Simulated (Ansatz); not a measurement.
CH$_{6}$Cl$_{2}$InP (`[CH3][In-]([PH3+])([Cl])[Cl]`). Charge 0, multiplicity 1. In: def2 effective core potential.

Cartesian coordinates in Å:
```
C 1.7085 -0.3784 -1.3442
In 0.8037 -0.1472 0.5732
P -1.8904 0.3925 0.4294
Cl 0.3193 -1.9991 1.9560
Cl 1.0871 1.8138 1.8579
H 2.7612 -0.6271 -1.2102
H 1.6279 0.5533 -1.9032
H 1.2166 -1.1843 -1.8881
H -2.4127 1.5748 -0.1345
H -2.3882 0.5293 1.7382
H -2.8330 -0.5276 -0.0746
```

What are the harmonic wavenumbers in cm⁻¹ at PBE0-D4/def2-TZVP (Ansatz, finite differences of forces, unscaled)? (An estimate is asked.)

Ansatz gave: 37, 57, 60, 95, 95, 101, 107, 169, 329, 336, 337, 344, 524, 728, 742, 971, 1112, 1112, 1196, 1449, 1451, 2466, 2486, 2505, 3072, 3170, 3175.

Is this a minimum?

Yes, all 27 modes are real.

Give the ideal-gas thermochemistry at 298.15 K and 1 bar (rigid rotor, harmonic oscillator; point group Cs, symmetry number 1).

Zero-point energy 168.8 kJ/mol; H(298) − E = 200.0 kJ/mol; entropy 457.0 J/(mol·K), of which translation 176.9, rotation 125.1, vibration 155.0; G(298) − E = 63.7 kJ/mol. Modes under 100 cm⁻¹ are hindered rotations or soft bends, so the harmonic entropy is rough.

And at 400, 500, 600, 800 and 1000 K?


| T (K) | H − E (kJ/mol) | S (J/mol/K) | G − E (kJ/mol) |
| --- | --- | --- | --- |
| 400 | 215.3 | 501.1 | 14.8 |
| 500 | 231.7 | 537.6 | -37.2 |
| 600 | 249.2 | 569.5 | -92.5 |
| 800 | 286.9 | 623.7 | -212.1 |
| 1000 | 327.6 | 669.0 | -341.5 |
